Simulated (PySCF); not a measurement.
Dipole response of Cl (chlorine, neutral)

[Ne] 3s2 3p5, 2P determinant. Calculation: PySCF 2.14, in def2-TZVPPD; no relativity, point nucleus. Coupled (time-dependent) response in atomic units; α is the mean over directions.

```json
{"method": "UHF", "mean α (bohr³)": "14.21", "α xx, yy, zz": "13.03, 14.80, 14.80", "C₆ (like pair)": "88.98", "S(−4)": "48.76"}
{"method": "PBE", "mean α (bohr³)": "15.55", "α xx, yy, zz": "14.03, 16.32, 16.32", "C₆ (like pair)": "99.13", "S(−4)": "63.99"}
{"method": "PBE0", "mean α (bohr³)": "14.95", "α xx, yy, zz": "13.57, 15.63, 15.63", "C₆ (like pair)": "94.39", "S(−4)": "57.01"}
{"method": "PBEsol", "mean α (bohr³)": "15.61", "α xx, yy, zz": "14.08, 16.38, 16.38", "C₆ (like pair)": "99.70", "S(−4)": "64.38"}
```

S(−4) is the Cauchy moment in α(ω) = α(0) + S(−4) ω² + …

Reference α: 14.6 ± 0.1 bohr³ (recommended; Schwerdtfeger and Nagle, table of static dipole polarizabilities (2023 update)). Published C₆: 94.60 (Chu and Dalgarno (2004); Tang, Norbeck and Certain (1976)).

α(iu) at PBE:

```csv
u (hartree),α(iu) (bohr³)
0,15.55
0.0500,15.40
0.100,14.95
0.200,13.44
0.300,11.61
0.500,8.311
0.750,5.540
1.00,3.867
1.50,2.145
2.00,1.353
3.00,0.6844
5.00,0.2887
```

A single London oscillator, α(iu) = α/(1 + u²/ω²), gives C₆ = (3/4) ω α². Matching the computed C₆ needs ω = 4 × 99.13 / (3 × 15.55²) = 0.547 hartree.

The components differ because the open shell of this determinant is not spherical; for a pure term their mean is the scalar polarisability.
